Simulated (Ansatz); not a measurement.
Geometry optimisation, DFT PBE, scalar-relativistic, plane waves, PAW (Ansatz).

input.yaml

```yaml
crystal:
  lattice:
    - [7.398, 0.0, 0.0]
    - [-3.699, 6.406856, 0.0]
    - [0.0, 0.0, 13.0]
  atoms:
    - { symbol: C, position: [0.0, 0.0, 0.0769231] }
    - { symbol: C, position: [0.2222222, 0.1111111, 0.0769231] }
    - { symbol: C, position: [0.0, 0.3333333, 0.0769231] }
    - { symbol: C, position: [0.2222222, 0.4444444, 0.0769231] }
    - { symbol: C, position: [0.0, 0.6666667, 0.0769231] }
    - { symbol: C, position: [0.2222222, 0.7777778, 0.0769231] }
    - { symbol: C, position: [0.3333333, 0.0, 0.0769231] }
    - { symbol: C, position: [0.5555556, 0.1111111, 0.0769231] }
    - { symbol: C, position: [0.3333333, 0.3333333, 0.0769231] }
    - { symbol: C, position: [0.5555556, 0.4444444, 0.0769231] }
    - { symbol: C, position: [0.3333333, 0.6666667, 0.0769231] }
    - { symbol: C, position: [0.5555556, 0.7777778, 0.0769231] }
    - { symbol: C, position: [0.6666667, 0.0, 0.0769231] }
    - { symbol: C, position: [0.8888889, 0.1111111, 0.0769231] }
    - { symbol: C, position: [0.6666667, 0.3333333, 0.0769231] }
    - { symbol: C, position: [0.8888889, 0.4444444, 0.0769231] }
    - { symbol: C, position: [0.6666667, 0.6666667, 0.0769231] }
    - { symbol: C, position: [0.8888889, 0.7777778, 0.0769231] }
    - { symbol: Se, position: [0.7185393, 0.2980983, 0.2238462] }
basis:
  ecutwfc: 420.0
kpoints:
  mp_grid: { grid: [2, 2, 1] }
hamiltonian:
  xc: pbe
scf:
  occupations: { method: fermi_dirac, width: 0.05 }
  lower_state_search: "off"
relax:
  f_tol: 0.03
  max_steps: 60
  adjacent_minimum: "off"
```

Run as:

```bash
$ ansatz run input.yaml --threads 1 --pin off --max-ram 3072MiB --backend cpu --events-out ev --progress --plain --runs-dir out
```

Q: Where does it end, and by what steps?

A: The run converged. Limits of this set-up: coarse k mesh, slab without dipole correction. After 8 steps the energy has fallen by 1.255 eV; Se19 moved furthest, 0.65 Å.

```csv
step,energy less start (eV),largest force component (eV/Å),accepted
0,0.0000,4.054,yes
1,-0.7276,1.831,yes
2,-1.0187,0.425,yes
3,-1.1383,0.328,yes
4,-1.2100,0.433,yes
5,-1.2447,0.292,yes
6,-1.2545,0.067,yes
7,-1.2552,0.062,yes
8,-1.2553,0.009,yes
```

```xyz
19
Lattice="7.3980 0.0000 0.0000 -3.6990 6.4069 0.0000 0.0000 0.0000 13.0000" Properties=species:S:1:pos:R:3
C 0.003 -0.026 0.898
C 1.227 0.681 0.942
C -1.220 2.087 1.005
C 0.000 2.813 0.946
C -2.478 4.265 1.005
C -1.239 4.959 0.946
C 2.462 -0.037 0.946
C 3.700 0.656 1.005
C 1.222 2.109 0.946
C 2.442 2.835 1.006
C -0.005 4.241 0.942
C 1.219 4.947 0.898
C 4.915 -0.032 0.924
C 6.166 0.690 0.924
C 3.674 2.094 1.241
C 4.946 2.828 1.240
C 2.454 4.231 0.924
C 3.705 4.954 0.924
Se 4.310 2.461 3.246
```

Whether the end is a true minimum wasn't checked by a vibrational analysis.

Time of the run: 58 s on 1 thread of Arm Neoverse V2, on a shared host, peak memory 0.69 GiB.
